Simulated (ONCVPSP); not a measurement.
What the settings do to the ONCV potential of Pd (Z = 46)

Base potential:

ONCVPSP 4.0.1 input, shortened (lines: element, Z, core and valence counts, functional; n l f; lmax; l rc ep ncon nbas qcut; lloc lpopt rc5 dvloc0; l nproj debl; icmod fcfact rcfact), PBEsol, scalar-relativistic:

```
  Pd 46.00    6    3  -116133      upf
    1    0    2.00
    2    0    2.00
    2    1    6.00
    3    0    2.00
    3    1    6.00
    3    2   10.00
    4    0    2.00
    4    1    6.00
    4    2   10.00
    2
    0    1.05    0.00    4    7    4.90
    1    1.15    0.00    3    7    7.30
    2    2.05    0.00    5   10    8.50
    4    5    0.70    6.00
    0    3    3.80
    1    1    2.50
    2    3    3.80
    0    0.00    0.00
```

Cutoffs, loose and tight: the cutoffs (Ha) at which the residual kinetic energy of the hardest occupied pseudo-wave falls to 1 and 0.1 mHa per electron. They do not see the model core or the augmentation charge, which bear on the density cutoff. Test errors are all-electron minus pseudo excitation energies from the reference, over the configurations 4s2 4p6 4d9; 4s2 4p6 4d8; 4s2 4p6 4d7; 4s2 4p6 4d9.5. A dash means not determined; rows that change the core or the reference have their own tests. The largest error is taken over the tests solved by every variant that gives reliable tests at all: 4s2 4p6 4d8; 4s2 4p6 4d9; 4s2 4p6 4d9.5.

1 further variants are left out, since the program set their typed debl aside.

A true bound ghost makes a file unfit for plane-wave use even where its test errors are small: the radial tests pick states by their node count and pass the ghost by.

```csv
change,outcome,"cutoff, loose","cutoff, tight",bound ghosts,GHOST(+) flags above zero,largest test error (meV)
base,generated,113 Ha,153 Ha,none,s,+5.3
"local potential polynomial inside 0.70 bohr (lpopt 5, dvloc0 9.5 Ha)",generated,113 Ha,153 Ha,none,s,+5.2
s: qcut 5.4; p: qcut 8; d: qcut 9.3,generated,110 Ha,145 Ha,none,s,+3.4
d: qcut 8.9,generated,113 Ha,153 Ha,none,s,+4.1
"all radii scaled by about 0.93 (s 0.98, p 1.08, d 1.90 bohr); local potential polynomial inside 0.66 bohr (lpopt 5, dvloc0 6 Ha)",generated,127 Ha,181 Ha,s,"s, p, d",+2.1
```

Q: What comes out with this change to the base: s: qcut 4.4?

A: outcome: generated; cutoff, loose: 114 Ha; cutoff, tight: 156 Ha; bound ghosts: none; GHOST(+) flags above zero: s; largest test error (meV): +5.3.

Q: What comes out with this change to the base: s: ncon 5, nbas 8?

A: outcome: generated; cutoff, loose: 144 Ha; cutoff, tight: 163 Ha; bound ghosts: s; GHOST(+) flags above zero: s; largest test error (meV): +5.4.

Q: What comes out with this change to the base: d: rc 3.06?

A: outcome: generated; cutoff, loose: 113 Ha; cutoff, tight: 153 Ha; bound ghosts: none; GHOST(+) flags above zero: s, d; largest test error (meV): -190.
